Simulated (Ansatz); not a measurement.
Isolated molecules relaxed with PBE0-D4/def2-TZVP in Ansatz; ΔE leaves out vibrations. CCSD(T)/CBS adds triple-zeta CCSD(T) − MP2 to the extrapolated MP2 energy (def2 sets, frozen cores). This one scheme is used for every species. DFT in def2-TZVPP. B3LYP here is the variant with VWN-RPA as its local correlation; programs differ in this. One conformer a species, not always the lowest.

`C[O][Al]([OH])[SH]` + H₂ → `[OH][AlH][SH]` + CH₃OH  (hydrogenolysis of the Al–O bond)

CCSD(T)/CBS gives +109.0 kJ/mol.

Q: Another level gave +110.6 kJ/mol. Which?
A. MP2/def2-TZVPP
B. B3LYP-D4/def2-TZVPP
C. HF/def2-TZVPP
D. PBE-QIDH/def2-TZVPP

A: B. B3LYP-D4 110.6, PBE-QIDH 104.8, MP2/def2-TZVPP 116.1, HF/def2-TZVPP 95.8 kJ/mol.

Largest T1 diagnostic among the species: 0.012.

The D4 term adds +9.3 kJ/mol with B3LYP and +5.3 kJ/mol with PBE0; it sums over pairs of atoms, weighted by their polarisabilities, and B3LYP, whose exchange is more repulsive, gets the larger term. In def2-TZVPP, CCSD(T) changes the Hartree–Fock value by +12.3 kJ/mol (the triples alone add +2.7 kJ/mol) and MP2 by +20.3 kJ/mol. Leaving LDA and LC-ωPBE aside and taking each functional with its dispersion term where it has one, the values, not all of them listed here, spread over 15.9 kJ/mol, from B97M-V to r2SCAN-D4. LDA lies +5.5 kJ/mol from PBE without D4.
